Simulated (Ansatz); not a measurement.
## Interaction energy ladder

The pair of H$_{2}$ (SMILES [H][H], atoms 1–2) and CS$_{2}$ (SMILES S=C=S, atoms 3–5), both closed shells, in one local arrangement (a lower one may exist), relaxed at PBE0-D4/def2-TZVP:

```xyz
5
angstrom
H -0.3071 -0.2579 -2.0465
H 0.2336 0.2505 -1.9664
S 1.1535 1.0610 1.2968
C 0.0245 0.0024 1.3397
S -1.1044 -1.0560 1.3764
```

Computed with Ansatz 0.2.0 (basis: def2-TZVPPD, with def2-QZVPPD for the basis limit); correlated methods freeze the cores. B3LYP uses VWN-RPA correlation. Extrapolation: Hartree–Fock as exp(−7.88 √X), correlation as X^−2.97. Interaction energies count from these two fragments, frozen as in the pair, with the counterpoise correction; negative means bound.

Problem. What is the interaction energy by CCSD(T) at an estimated basis limit (MP2 extrapolated from triple and quadruple zeta, plus CCSD(T) − MP2 in triple zeta)? (To be estimated.)

Solution. The calculation gives: -0.49 kcal/mol. Hartree–Fock alone gives 0.34 kcal/mol at the basis limit, so without correlation the pair would not bind at this distance. It counts from the two fragments frozen as in the pair.

The same quantity by other methods in triple zeta, and each one's difference from that estimate:
| method | E_int (kcal/mol) | difference |
| --- | --- | --- |
| PBE-D4 | -0.66 | -0.18 |
| revPBE-D4 | -0.42 | 0.06 |
| BLYP-D4 | -0.26 | 0.23 |
| r2SCAN-D4 | -0.28 | 0.20 |
| B97M-V | -0.46 | 0.02 |
| PBE0-D4 | -0.57 | -0.08 |
| B3LYP-D4 | -0.38 | 0.11 |
| HSE06-D4 | -0.57 | -0.09 |
| wB97X-V | -0.51 | -0.03 |
| wB97M-V | -0.47 | 0.02 |
| B2PLYP | -0.04 | 0.44 |
| HF | 0.34 | 0.83 |
| MP2 | -0.46 | 0.03 |
| CCSD | -0.28 | 0.20 |
| CCSD(T) | -0.38 | 0.11 |
Differences are method less estimate.

Problem. Which atoms make the shortest contact between the fragments?

Solution. H2 and C4, 3.32 Å apart.

Basis-set superposition shift (counterpoise-corrected less uncorrected): CCSD(T) 0.14; MP2 0.14; HF 0.02; PBE0-D4 0.01; wB97M-V 0.02 kcal/mol.

The T1 diagnostic stays at or below 0.020.

For scale, one of the runs: CCSD(T)/def2-TZVPPD, 173 basis functions, launched by `ansatz run in.yaml --threads 2 --pin off --events-out ev --progress --plain --max-ram 5222MiB`. Hardware: 2 CPU threads of an Arm Neoverse V1, shared host. Wall time 21 s; peak host memory 1.4 GiB.
